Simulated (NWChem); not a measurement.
Species: MnHOCl, sextet; SMILES [Mn]([OH])[Cl]

```xyz
4

Mn     0.0010    -0.3722     0.0000
Cl    -0.0007     1.8126     0.0000
O     -0.0020    -2.1363     0.0000
H     -0.0077    -3.0998     0.0000
```
Atoms are numbered in this order, from 1.

This is a stationary point of PBE-D3(BJ)/def2-SVP, spin-unrestricted (NWChem), point group C*v. This spin state was assumed; another may lie lower.

Q: Is it a minimum? If not, what does it relax to?

A: No. It has an imaginary frequency of 333i cm⁻¹. Following that mode (on a finer grid) lowers the energy by 1.3 kcal/mol and ends, with real frequencies alone, at point group Cs:
```xyz
4

Mn    -0.0188    -0.4521     0.0000
Cl     0.0530     1.7337     0.0000
O     -0.2183    -2.2320     0.0000
H      0.4350    -2.9503     0.0000
```
